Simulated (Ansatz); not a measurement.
System: PH, charge 0, triplet. PH (SMILES [PH], triplet).
B3LYP-D3(BJ)/def2-TZVP minimum from Ansatz (a first-principles code):
```
P
H 1 1.4285
```
Charge 0, spin multiplicity 3.

Total energies in cc-pV(T+d)Z, 6 correlated electrons, 5 frozen orbitals. Radicals and triplets start from unrestricted determinants; spin-orbit coupling is neglected. Correlated methods leave the cores frozen. No relativity. Full CI freezes restricted core orbitals and the other rows unrestricted ones, which leaves a small offset even where coupled cluster is exact.

```csv
method,program,energy (Eh),error against FCI (mEh)
HF,Ansatz,-341.29866,136.04
MP2,Ansatz,-341.40490,29.81
CCSD,Ansatz,-341.42917,5.53
CCSD(T),Ansatz,-341.43371,1.00
CCSDT(Q),Ansatz,-341.43474,-0.04
CCSDTQ,Ansatz,-341.43476,-0.05
FCI,Ansatz,-341.43470,0.00
```

Rough core times of Ansatz's runs on a shared machine: CCSD(T) under 20 s, CCSDT(Q) 30 s, CCSDTQ 8 min, FCI 10 min.
